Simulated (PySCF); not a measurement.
# Electronic absorption of C3H12AsB

Species: C3H12AsB.
SMILES: `[BH3-][AsH2+]CCC`

Computed with TDDFT CAM-B3LYP/def2-SVPD, vertical, gas phase, core orbitals frozen in the response in PySCF 2.14.0, density-fitted response routines. Geometry: PBE0-D3(BJ)/def2-SVP, one conformer, isolated molecule. Relativistic effects, spin–orbit coupling among them, are left out although an element past zinc is present. Torsions of this conformer, `[BH3-:1][AsH2+:2][CH2:3][CH2:4][CH3:5]`: B1–As2–C3–C4 180°, As2–C3–C4–C5 180°.

Q: What does the calculation give for the low-lying excited states?

A: 

```json
{"state": "S1", "E (eV)": "7.28", "ν̃ (cm⁻¹)": "58750", "f": "0.022", "|μ| (D)": "0.89", "main configurations (H = HOMO, L = LUMO)": "H→L (83%)"}
{"state": "S2", "E (eV)": "7.68", "ν̃ (cm⁻¹)": "61950", "f": "0.013", "|μ| (D)": "0.66", "main configurations (H = HOMO, L = LUMO)": "H-1→L (68%), H→L+1 (9%)"}
{"state": "S3", "E (eV)": "7.69", "ν̃ (cm⁻¹)": "62000", "f": "0.0002", "|μ| (D)": "0.07", "main configurations (H = HOMO, L = LUMO)": "H-2→L (85%)"}
{"state": "S4", "E (eV)": "7.92", "ν̃ (cm⁻¹)": "63870", "f": "0.017", "|μ| (D)": "0.75", "main configurations (H = HOMO, L = LUMO)": "H→L+3 (88%)"}
{"state": "S5", "E (eV)": "7.95", "ν̃ (cm⁻¹)": "64150", "f": "0.068", "|μ| (D)": "1.50", "main configurations (H = HOMO, L = LUMO)": "H→L+1 (44%), H-1→L+1 (16%), H→L+4 (16%)"}
{"state": "S6", "E (eV)": "8.19", "ν̃ (cm⁻¹)": "66070", "f": "0.0044", "|μ| (D)": "0.38", "main configurations (H = HOMO, L = LUMO)": "H→L+2 (31%), H-1→L+1 (23%), H-1→L+4 (16%)"}
{"state": "S7", "E (eV)": "8.29", "ν̃ (cm⁻¹)": "66850", "f": "0.023", "|μ| (D)": "0.85", "main configurations (H = HOMO, L = LUMO)": "H-2→L+2 (46%), H-2→L+1 (19%), H-2→L+4 (15%)"}
{"state": "S8", "E (eV)": "8.29", "ν̃ (cm⁻¹)": "66870", "f": "0.116", "|μ| (D)": "1.92", "main configurations (H = HOMO, L = LUMO)": "H→L+2 (43%), H-2→L+3 (19%), H-1→L+2 (15%)"}
{"state": "S9", "E (eV)": "8.36", "ν̃ (cm⁻¹)": "67390", "f": "0.067", "|μ| (D)": "1.45", "main configurations (H = HOMO, L = LUMO)": "H-1→L+3 (65%), H-2→L+2 (21%)"}
{"state": "S10", "E (eV)": "8.40", "ν̃ (cm⁻¹)": "67740", "f": "0.082", "|μ| (D)": "1.61", "main configurations (H = HOMO, L = LUMO)": "H-1→L+2 (42%), H-1→L+1 (19%), H-1→L+5 (10%)"}
```

Triplets, Tamm–Dancoff:

```json
{"state": "T1", "E (eV)": "6.80", "λ (nm)": "182.5", "main configurations (H = HOMO, L = LUMO)": "H→L (60%), H-1→L (14%), H→L+4 (10%)"}
{"state": "T2", "E (eV)": "7.18", "λ (nm)": "172.7", "main configurations (H = HOMO, L = LUMO)": "H→L+3 (45%), H-1→L+3 (21%), H-2→L (15%)"}
{"state": "T3", "E (eV)": "7.32", "λ (nm)": "169.4", "main configurations (H = HOMO, L = LUMO)": "H-1→L (33%), H→L+1 (21%), H→L+4 (16%)"}
{"state": "T4", "E (eV)": "7.48", "λ (nm)": "165.9", "main configurations (H = HOMO, L = LUMO)": "H→L+1 (34%), H-1→L (23%), H→L (17%)"}
```

The lowest singlet comes at 170 nm (703 kJ/mol) in the vacuum ultraviolet; it is weak; its leading configuration is HOMO→LUMO (83%). The strongest level in the table is S8 at 8.29 eV (150 nm, f = 0.116). S2/S3 and S7/S8 lie within about 0.01 eV of each other in each set. Löwdin shares by element: HOMO boron 29%, arsenic 25%, hydrogen 16% or more, carbon 10% or more (atoms not listed hold the other 20%); LUMO arsenic 24%, hydrogen 22% or more, carbon 10% or more (atoms not listed hold the other 44%). Of the 10 states listed, 8 reach f = 0.01 and 1 stays under 0.0005. The listed states span 1.11 eV, and the widest gap between neighbours is 0.40 eV (S1 to S2). Weighted by f, the mean energy of these states is 8.18 eV. All these states lie below the vertical ionisation energy of 10.30 eV (ΔSCF). Only the lowest 10 singlets were computed, as vertical energies without vibronic structure.
